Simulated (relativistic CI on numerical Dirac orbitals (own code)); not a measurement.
**Radial parameters of Yb LIII**

Computed by Dirac-Coulomb-Breit CI, separate exchange-only KLI orbitals for each configuration, a model potential for QED, unscaled Slater integrals (own radial code, finite nucleus).

Slater integrals F^k, G^k are unscaled and averaged over j, outside the closed core [Ne]; ζ comes from projecting the Hamiltonian with its Breit term on Σ l·s of the shell.

- 3s2 3p5 3d: ζ(3p) = 1.4193e+06, F^2(3p,3d) = 500220, G^1(3p,3d) = 521990, G^3(3p,3d) = 351830, ζ(3d) = 193770 cm⁻¹; <r>(3p) = 0.1975, <r^2>(3p) = 0.04519, <r>(3d) = 0.1753, <r^2>(3d) = 0.03547 (bohr units).
- 3s 3p6 3d: G^2(3s,3d) = 398510, ζ(3d) = 194580 cm⁻¹; <r>(3s) = 0.2016, <r^2>(3s) = 0.04646, <r>(3d) = 0.1754, <r^2>(3d) = 0.03552 (bohr units).
- 3s2 3p5 4s: ζ(3p) = 1.4331e+06, G^1(3p,4s) = 66917 cm⁻¹; <r>(3p) = 0.1966, <r^2>(3p) = 0.04479, <r>(4s) = 0.38, <r^2>(4s) = 0.1627 (bohr units).

Averages of the first 10 configurations, taken without configuration mixing, which lowers the lowest level and can move excited configurations by several eV; other configurations of the list can lie among them:

| Configuration | Parity | States | Average energy above the lowest level (eV) |
| --- | --- | --- | --- |
| 3s2 3p6 | even | 1 | 0.4 |
| 3s2 3p5 3d | odd | 60 | 362.6 |
| 3s 3p6 3d | even | 20 | 738.9 |
| 3s2 3p5 4s | odd | 12 | 2230.7 |
| 3s2 3p5 4p | even | 36 | 2374.0 |
| 3s2 3p5 4d | odd | 60 | 2524.2 |
| 3s 3p6 4s | even | 4 | 2608.9 |
| 3p6 3d 4p | odd | 60 | 3489.2 |
| 3p6 3d2 | even | 45 | 1488.6 |
| 3p5 3d3 | odd | 720 | 1848.7 |
